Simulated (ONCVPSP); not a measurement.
# Before and after: ONCV potential for Tb

Tb, optimised norm-conserving Vanderbilt (ONCV), made with ONCVPSP 4.0.1 (revPBE, fully relativistic). Core [Kr] 4d10 4f8, reference 5s2 5p6 5d1.5 6s1.5. Waves: 5s+6s: rc 2.00 bohr, ncon 5, nbas 10, qcut 4.9 1/bohr, 2 projectors; 5p: rc 1.90 bohr, ncon 3, nbas 6, qcut 7.2 1/bohr, 2 projectors, debl 3.7 Ha; 5d: rc 2.40 bohr, ncon 4, nbas 9, qcut 4.1 1/bohr, 2 projectors, debl 2.1 Ha. Local part: polynomial inside 1.55 bohr (lpopt 5, dvloc0 4 Ha). Core correction: none.

Open shells are filled in proportion to 2j + 1.

All-electron outer shells of the reference configuration (revPBE, scalar-relativistic, ld1.x):

```tsv
shell	level (eV)	outermost node (bohr)	outermost maximum (bohr)
5s	-50.51	0.64	1.18
5p	-27.18	0.69	1.33
4f	-8.21	–	0.55
6s	-3.90	1.58	3.41
5d	-1.97	0.77	1.97
```

Change: s: qcut 5.7; p: qcut 8.3; d: qcut 4.7.

Cutoffs: the cutoffs (Ha) at which the residual kinetic energy of the hardest occupied pseudo-wave falls to 1 and 0.1 mHa per electron; they do not see the model core or the augmentation charge, which bear on the density cutoff. Errors are all-electron minus pseudo energies relative to the spin-unpolarised reference configuration.

Problem. What does the change do?

Solution. The potential gets neither clearly harder nor softer (16 Ha and 59 Ha → 20 Ha and 24 Ha); the errors of the 3 common tests hardly move; the range in which the s phases agree widens (upper end 1.1 → at the end of the scan); neither file shows a bound ghost.

```csv
quantity,base,changed
"cutoff, loose",16 Ha,20 Ha
"cutoff, tight",59 Ha,24 Ha
loose cutoff by channel,"s 11 Ha, p 16 Ha, d 7.7 Ha","s 13 Ha, p 20 Ha, d 8.3 Ha"
bound ghosts,none,none
GHOST(+) flags under 300 eV,none,none
"tests counted as reliable (solved cleanly; for ONCVPSP, near-neutral configurations with less than one 5d electron left out)",3 of 4,3 of 4
"error for 5s2 5p6 5d1 6s2, meV [ΔE -0.93 eV]",-0.4,-0.4
"error for 5s2 5p6 5d1 6s1, meV [ΔE 5.74 eV]",-1.8,-1.9
"error for 5s2 5p6 5d1 6s0, meV [ΔE 17.86 eV]",+14,+14
s: phases at 2.03 bohr within 0.05 rad from the reference energy up to (Ha; the scan ends near 5),1.1,to the end of the scan
p3/2: phases at 1.93 bohr within 0.05 rad from the reference energy up to (Ha; the scan ends near 5),to the end of the scan,to the end of the scan
p1/2: phases at 1.93 bohr within 0.05 rad from the reference energy up to (Ha; the scan ends near 5),to the end of the scan,to the end of the scan
d5/2: phases at 2.43 bohr within 0.05 rad from the reference energy up to (Ha; the scan ends near 5),to the end of the scan,to the end of the scan
d3/2: phases at 2.43 bohr within 0.05 rad from the reference energy up to (Ha; the scan ends near 5),to the end of the scan,to the end of the scan
```
